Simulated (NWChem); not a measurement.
MoN2H2ClF; SMILES [NH]=[Mo](=[NH])([F])[Cl]

Program: NWChem. STO-3G and 3-21G are far too small for this property and stand as cheap habits. Coordinates come from a PBE0/def2-SVP optimisation. def2 effective core potentials on Mo; no spin-orbit coupling. Field at 589 nm.

For level B3LYP/def2-SVP (core potentials):

```
Property                          Value
--------------------------------  -----
isotropic polarisability (bohr³)   58.7
anisotropy (bohr³)                 17.5
```

Task: How do the values read with level B3LYP/STO-3G (all-electron, non-relativistic) instead?

Result: 
| Item | Value |
|---|---|
| isotropic polarisability (bohr³) | 35.8 |
| anisotropy (bohr³) | 12.1 |
